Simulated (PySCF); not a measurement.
silole (C₄H₆Si), SMILES [SiH2]1C=CC=C1. Geometry: PBE-D3(BJ)/def2-SVP.

Computed equilibrium geometry at PBE-D3(BJ)/def2-SVP (PySCF confirms it by a frequency run) as bond lengths and angles, and its point group:
point group C2v.
Atoms: C1 C2 Si3 C4 C5 H6 H7 H8 H9 H10 H11. Bonds (Å): C1–C2 1.362, C1–C5 1.484, C1–H6 1.104, C2–Si3 1.883, C2–H7 1.099, Si3–C4 1.883, Si3–H8 1.507, Si3–H9 1.507, C4–C5 1.362, C4–H10 1.099, C5–H11 1.104. Bond angles (°): C2–C1–C5 117.1, C2–C1–H6 123.4, C5–C1–H6 119.5, C1–C2–Si3 106.5, C1–C2–H7 122.7, Si3–C2–H7 130.8, C2–Si3–C4 92.8, C2–Si3–H8 113.9, C2–Si3–H9 113.9, C4–Si3–H8 113.9, C4–Si3–H9 113.9, H8–Si3–H9 108.0, Si3–C4–C5 106.5, Si3–C4–H10 130.8, C5–C4–H10 122.7, C1–C5–C4 117.1, C1–C5–H11 119.5, C4–C5–H11 123.4.
